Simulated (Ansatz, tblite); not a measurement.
Removing an electron: Cu(PH3)Cl (CuPH₃Cl). The state is a singlet with charge 0. Geometry: PBE-D4/def2-TZVP. Ansatz, gas phase; energy differences of separate SCF runs; the oxidised species was run as a doublet alone.

Cartesian coordinates in Å:
```
Cu 0.0087 -1.3416 -0.4937
P -0.0052 0.6672 0.2462
H 0.7888 1.0034 1.3763
H -1.2264 1.2428 0.6911
H 0.4096 1.7290 -0.6030
Cl 0.0246 -3.3008 -1.2170
```

The xTB rows come from tblite. Correlated methods freeze 19 core orbitals.

```csv
level,−HOMO (eV),vertical IE (eV),−LUMO (eV),HOMO–LUMO gap (eV)
GFN1-xTB,11.22,14.03,7.19,4.03
GFN2-xTB,9.94,13.30,6.90,3.04
HF/def2-TZVPP,–,8.35,–,–
PBE-D4/def2-TZVP,5.82,9.23,1.79,4.03
r2SCAN-D4/def2-TZVP,6.05,9.27,1.59,4.46
PBE0-D4/def2-TZVP,7.10,9.34,0.96,6.14
MP2/def2-TZVPP,–,9.74,–,–
CCSD/def2-TZVPP,–,9.36,–,–
CCSD(T)/def2-TZVPP,–,9.45,–,–
```

Relaxing the oxidised species (PBE-D4/def2-TZVP) changes its energy by -0.19 eV at PBE-D4/def2-TZVP, so the adiabatic ionisation energy to this nearest minimum is 9.04 eV. At PBE0-D4/def2-TZVP it is 9.13 eV.   Raw xTB energy differences between charge states are shifted by several eV; the methods need an empirical correction for them.
